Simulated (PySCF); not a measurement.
Molecule: `ONc1ccccc1`, C6H7NO.

Bonds (- single, = double, # triple, : aromatic): O1-N2 1.388 Å, N2-C3 1.397 Å, C3:C4 1.400 Å, C4:C5 1.393 Å, C5:C6 1.394 Å, C6:C7 1.396 Å, C7:C8 1.390 Å, C8:C3 1.403 Å. O1 carries H9; N2 carries H10; C4 carries H11; C5 carries H12; C6 carries H13; C7 carries H14; C8 carries H15.

Geometry PBE0-D3(BJ)/def2-SVP throughout; GIAO in PySCF 2.14, gas phase, one conformer, non-relativistic; equivalent atoms averaged; basis pcSseg-1.

For orientation, BHandHLYP gives these shifts δ (against H2O, NH3, TMS at the same level): O1 94.2, N2 157.7, C3 158.8, C6 126.9, C4/C8 117.4, H12/H14 7.34, H11/H15 6.91, H13 6.90, H10 5.68 ppm.

A run gave: O1 73.8, N2 137.3, C3 158.9, C6 125.6, C4/C8 117.0, H12/H14 7.55, H11/H15 7.05, H13 7.00, H10 5.52 ppm (shifts δ (against H2O, NH3, TMS at the same level)).

**Question.** Which functional was used in that run?
A. HF
B. LDA
C. CAM-B3LYP
D. wB97X-D
E. B97-D

**Answer.** A. O1 tells them apart best: HF gives 73.8, B97-D gives 110.6, wB97X-D gives 96.2, CAM-B3LYP gives 101.7, LDA gives 115.4 ppm.
